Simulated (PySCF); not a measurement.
Compound: C₇H₁₂OSSi.
Atom-mapped SMILES: `[CH3:1][Si:2]([CH3:3])([CH3:4])[O:5][c:6]1[cH:7][cH:8][s:9][cH:10]1`

Cartesian coordinates in Å at the PBE0-D3(BJ)/def2-SVP level; atoms count from 1:
```xyz
22
C7H12OSSi angstrom
C     -2.4923    0.1976    1.4050
Si    -1.1483    0.1006    0.1155
C     -1.0377    1.6883   -0.8719
C     -1.3998   -1.3889   -0.9925
O      0.2635   -0.0952    1.0300
C      1.5527   -0.1814    0.6679
C      2.0482   -0.2188   -0.6766
C      3.4132   -0.3117   -0.7253
S      4.1078   -0.3549    0.8409
C      2.5686   -0.2470    1.5943
H     -2.3316    1.0527    2.0788
H     -2.5078   -0.7178    2.0164
H     -3.4815    0.3106    0.9340
H     -0.8397    2.5395   -0.2016
H     -1.9871    1.8830   -1.3961
H     -0.2363    1.6611   -1.6253
H     -2.3480   -1.2943   -1.5463
H     -0.5929   -1.5077   -1.7310
H     -1.4483   -2.3112   -0.3932
H      1.4179   -0.1814   -1.5654
H      4.0474   -0.3573   -1.6093
H      2.4629   -0.2363    2.6768
```

Definitions: NICS(0) = −σiso at the ring centroid; NICS(1) = −σiso and NICS(1)zz = −σzz at ±1 Å along the ring normal z. Level: GIAO PBE0/pcSseg-1 (PySCF, non-relativistic, gas phase) on the PBE0-D3(BJ)/def2-SVP geometry, one conformer.

Ring bond lengths (Å), with Mayer bond orders in brackets: C6–C7 1.433 (1.24), C7–C8 1.369 (1.56), C8–S9 1.714 (1.19), S9–C10 1.717 (1.14), C10–C6 1.376 (1.56).

Question: What do the NICS probes read (ppm)?

Answer: 
```json
{"ring": "C6–C7–C8–S9–C10", "type": "5-membered ring with S; formal bonds all aromatic", "NICS(0)": "-14.0", "NICS(1), two faces": "-11.0 / -11.0", "NICS(1)zz, two faces": "-25.1 / -25.0", "rms pucker (Å)": "0.00", "centre to ring atoms, mean (Å)": "1.29"}
```

Question: What can be read from them?

Answer: 
- C6–C7–C8–S9–C10: mean NICS(1)zz -25.0 ppm, shielded. For a flat ring without four-coordinate atoms the NICS criterion counts such a value as aromatic.

Question: What does the geometric index give? HOMA takes Krygowski's 1993 parameters.

Answer: 
- C6–C7–C8–S9–C10: HOMA 0.81; the largest term is that of C6–C7, α(R − Ropt)² = 0.53. The geometric and the magnetic index point the same way.

Question: What is the mean of the two in-plane components of NICS at the second NICS(1) probe listed for ring C6–C7–C8–S9–C10, 1 Å off the ring?

Answer: The isotropic value is a third of the trace: (3 × -11.0 − (-25.0))/2 = -4.0 ppm.

Question: List the ring angles and the Hirshfeld charges of the ring atoms.

Answer: 
- C6–C7–C8–S9–C10: C6 112.0° (+0.052 e), C7 112.3° (-0.091 e), C8 111.9° (-0.088 e), S9 92.1° (+0.093 e), C10 111.7° (-0.121 e); sum 540.0° against 540° for a flat convex ring.

Question: How shielded are the nuclei of the rings and their hydrogens (means over atoms taken as equivalent)?

Answer: 
| atoms | environment | σ isotropic (ppm) |
| --- | --- | --- |
| C6 | aromatic carbon bearing oxygen | 25.4 |
| C7 | aromatic CH carbon | 61.7 |
| C8 | aromatic CH next to a ring sulfur | 53.1 |
| S9 | thiophene-type sulfur | 323.8 |
| C10 | aromatic CH next to a ring sulfur | 73.3 |
| H20 | aromatic hydrogen | 24.65 |
| H21 | aromatic hydrogen | 24.36 |
| H22 | aromatic hydrogen | 24.93 |

Question: How do the values depend on the level or the medium?

Answer: 
| level | NICS(0), C6–C7–C8–S9–C10 | mean NICS(1)zz, C6–C7–C8–S9–C10 |
| --- | --- | --- |
| PBE0/pcSseg-1, gas | -14.0 | -25.0 |
| wB97X-D/pcSseg-1, gas | -13.7 | -24.8 |

The geometry is the same throughout.

Time: 61 s wall; peak memory 1.4 GiB. Hardware: one thread of an Intel Xeon Platinum 8488C, on a shared host. This is the whole shielding run at PBE0/pcSseg-1, SCF included.
